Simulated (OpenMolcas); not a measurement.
# OpenMolcas run: S4+

Input:

```
&GATEWAY
Coord
1

S 0.0 0.0 0.0
Basis=ANO-RCC-VQZP
Group=XYZ
NoMove
AngMom=0.0 0.0 0.0
AMFI
&SEWARD
* reference wave functions (RASSCF and RASSI steps not shown): 2 electrons in 8 orbitals (3s 3p 4s 4p)
>>> COPY JOB001 $Project.JobIph
&CASPT2
Multistate=3 1 2 3
Frozen=1 0
IPEA=0.25
Imaginary=0.1
MaxIter=60
WThr=0.0 0.3 0.05
PrWF=0.5
NoMix
>>> COPY JOB002 $Project.JobIph
&CASPT2
Multistate=7 1 2 3 4 5 6 7
Frozen=1 0
IPEA=0.25
Imaginary=0.1
MaxIter=60
WThr=0.0 0.3 0.05
PrWF=0.5
NoMix
>>> COPY JOB003 $Project.JobIph
&CASPT2
Multistate=3 1 2 3
Frozen=1 0
IPEA=0.25
Imaginary=0.1
MaxIter=60
WThr=0.0 0.3 0.05
PrWF=0.5
NoMix
...
```

Output, cut to the results:

```
--- CASPT2 ---
Orbital specifications:
      -----------------------

      Symmetry species                           1   2
                                                ag  au
      Frozen orbitals                            1   0
      Inactive orbitals                          1   3
      Active orbitals                            2   6
      Secondary orbitals                        26  20
      Deleted orbitals                           0   0
      Number of basis functions                 30  29
Type of calculation                        MS-CASPT2
      Fock operator                              state-specific
      IPEA shift                                 0.25
      Real shift                                 0.00
      Imaginary shift                            0.10
      The input orbitals will be transformed to quasi-canonical
Reference energy:        -393.5810451553
      E2 (Non-variational):      -0.0480094471
      Shift correction:          -0.0000245318
      E2 (Variational):          -0.0480339789
      Total energy:            -393.6290791342
      Residual norm:              0.0000007310
      Reference weight:           0.99326
      Contributions to the CASPT2 correlation energy
      Active & Virtual Only:         -0.0088916385
      One Inactive Excited:          -0.0094852068
      Two Inactive Excited:          -0.0296326018
Reference energy:        -393.5810451553
      E2 (Non-variational):      -0.0480093394
      Shift correction:          -0.0000245317
      E2 (Variational):          -0.0480338712
      Total energy:            -393.6290790265
      Residual norm:              0.0000007310
      Reference weight:           0.99326
      Contributions to the CASPT2 correlation energy
      Active & Virtual Only:         -0.0088916385
      One Inactive Excited:          -0.0094850990
      Two Inactive Excited:          -0.0296326019
::    CASPT2 Root  1     Total energy:   -393.62907913
::    CASPT2 Root  2     Total energy:   -393.62907903
::    CASPT2 Root  3     Total energy:   -393.62907885
::    MS-CASPT2 Root  1     Total energy:   -393.62907913
::    MS-CASPT2 Root  2     Total energy:   -393.62907903
::    MS-CASPT2 Root  3     Total energy:   -393.62907885
--- CASPT2 ---
Orbital specifications:
      -----------------------

      Symmetry species                           1   2
                                                ag  au
      Frozen orbitals                            1   0
      Inactive orbitals                          1   3
      Active orbitals                            2   6
      Secondary orbitals                        26  20
      Deleted orbitals                           0   0
      Number of basis functions                 30  29
Type of calculation                        MS-CASPT2
      Fock operator                              state-specific
      IPEA shift                                 0.25
      Real shift                                 0.00
      Imaginary shift                            0.10
      The input orbitals will be transformed to quasi-canonical
Reference energy:        -394.5017851904
      E2 (Non-variational):      -0.0444424540
      Shift correction:          -0.0000039185
      E2 (Variational):          -0.0444463725
      Total energy:            -394.5462315629
      Residual norm:              0.0000000951
      Reference weight:           0.99664
      Contributions to the CASPT2 correlation energy
      Active & Virtual Only:         -0.0035808476
      One Inactive Excited:          -0.0099199097
      Two Inactive Excited:          -0.0309416967
Reference energy:        -393.5114068815
      E2 (Non-variational):      -0.1145420083
      Shift correction:          -0.0015048426
      E2 (Variational):          -0.1160468508
      Total energy:            -393.6274537323
      Residual norm:              0.0000001036
      Reference weight:           0.90989
      Contributions to the CASPT2 correlation energy
      Active & Virtual Only:         -0.0750892679
      One Inactive Excited:          -0.0096323131
      Two Inactive Excited:          -0.0298204273
::    CASPT2 Root  1     Total energy:   -394.54623156
::    CASPT2 Root  2     Total energy:   -393.62745373
::    CASPT2 Root  3     Total energy:   -393.62744061
::    CASPT2 Root  4     Total energy:   -393.62744891
::    CASPT2 Root  5     Total energy:   -393.62744054
::    CASPT2 Root  6     Total energy:   -393.62744060
::    CASPT2 Root  7     Total energy:   -393.46576076
::    MS-CASPT2 Root  1     Total energy:   -394.54649429
::    MS-CASPT2 Root  2     Total energy:   -393.62745938
::    MS-CASPT2 Root  3     Total energy:   -393.62745262
::    MS-CASPT2 Root  4     Total energy:   -393.62744140
::    MS-CASPT2 Root  5     Total energy:   -393.62743790
::    MS-CASPT2 Root  6     Total energy:   -393.62743311
::    MS-CASPT2 Root  7     Total energy:   -393.46549802
--- CASPT2 ---
Orbital specifications:
      -----------------------

      Symmetry species                           1   2
                                                ag  au
      Frozen orbitals                            1   0
      Inactive orbitals                          1   3
      Active orbitals                            2   6
      Secondary orbitals                        26  20
      Deleted orbitals                           0   0
      Number of basis functions                 30  29
Type of calculation                        MS-CASPT2
      Fock operator                              state-specific
      IPEA shift                                 0.25
      Real shift                                 0.00
      Imaginary shift                            0.10
      The input orbitals will be transformed to quasi-canonical
Reference energy:        -394.1210693344
      E2 (Non-variational):      -0.0457287273
      Shift correction:          -0.0000263240
      E2 (Variational):          -0.0457550513
...
```

Levels above the lowest, from the spin-orbit matrix with the single-state CASPT2 energies, averaged by term, on its diagonal:

```
Configuration  Term  J  E (cm-1)  Measured (cm-1)      g  Term weight %  Second
          3s2    1S  0       0.0              0.0                   100        
        3s 3p   3P*  0     82603            83024                   100        
        3s 3p   3P*  1     82932            83394  1.501            100        
        3s 3p   3P*  2     83604            84155  1.501            100        
        3s 3p   1P*  1    129757           127151  1.000            100        
          3p2    3P  0    200616           199967                   100        
          3p2    3P  1    200964           200371  1.501            100        
          3p2    3P  2    201173                   1.259             52   48 1D
          3p2    1D  2    202097                   1.242             52   48 3P
          3p2    1S  0    237158           235350                   100
```

Against the 7 measured excited levels shown (NIST levels in Podobedova, Kelleher and Wiese, J. Phys. Chem. Ref. Data 38, 171 (2009); Martin, Zalubas and Musgrove, J. Phys. Chem. Ref. Data 19, 821 (1990)) the mean absolute deviation is 1000 cm-1; the largest miss in energy is 3s 3p 1P* 1: computed 129757, measured 127151 cm-1 (+2.0 %).

Over all roots computed the reference weight is 0.91 to 1.00; the roots of lowest weight are the least certain, and an intruder state may touch them. Active for correlation alone: 4p 4s; no level in the range computed is led by a configuration that fills them, so any true level of that kind is missing. The ¹D term of p² mixes with s d, which this space lacks. Computed and measured levels are paired by configuration, term and J; levels that our copy of the source lacks, or whose pairing is in doubt (as where it misses far off the trend of its configuration), stay unpaired and out of the deviations. Levels of configurations outside the active space are missing. The first state left out of the spin-orbit step lies near 310000 cm-1 above the lowest spin-free state of the reference (among the parities and spins computed), and the list stops at four fifths of that energy or lower.

The term weight is that of the spin-free term in the level, not the purity of its configuration. * marks odd parity.
